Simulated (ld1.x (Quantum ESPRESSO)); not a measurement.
# Building the TM potential for silver (LDA (PZ), scalar-relativistic).

| Quantity | Value |
| --- | --- |
| Element | Ag |
| Generator | ld1.x (Quantum ESPRESSO) 7.5 |
| Type | norm-conserving Troullier–Martins (Kleinman–Bylander form) |
| Functional | LDA (PZ) |
| Relativity | scalar-relativistic |
| Frozen core | [Kr] |
| Valence charge | 11 |
| Reference configuration | 4d10 5s0 5p0 (charge +1) |
| Partial waves | 5p (bound, empty): rc 3.15 bohr; 4d (bound): rc 1.30 bohr; 5s (bound, empty): rc 2.30 bohr |
| Local potential | the s channel |
| Core correction | none |

All-electron outer shells of the reference configuration (LDA (PZ), scalar-relativistic, ld1.x):

```csv
shell,level (eV),outermost node (bohr),outermost maximum (bohr)
4p,-66.98,0.44,0.87
4d,-15.92,0.43,1.04
5s,-11.63,1.11,2.34
5p,-6.42,1.24,3.00
```

(1) Estimate the cutoffs (Ry, on a coarse ladder) from which the occupation-weighted sum of valence levels, in a spherical-Bessel basis at the reference potential, stays within 10 and 1 mRy of its value at 400 Ry.

(2) What does a ghost test show?

(3) Tests: 4d10 5s1 5p0; 4d9 5s0 5p0; 4d8 5s0 5p0; 4d10 5s0 5p1; 4d10 5s0.5 5p0; 4d9 5s2 5p0; 4d9 5s1 5p0. Which has the largest error in its energy relative to the reference configuration, and how large is it?

Results:

(1) 80 Ry and 110 Ry.

(2) No extra level below or beside the all-electron valence levels (p, d, s, f tested).

(3) 4d8 5s0 5p0, with -628 meV (all-electron minus pseudo) on +58.82 eV.
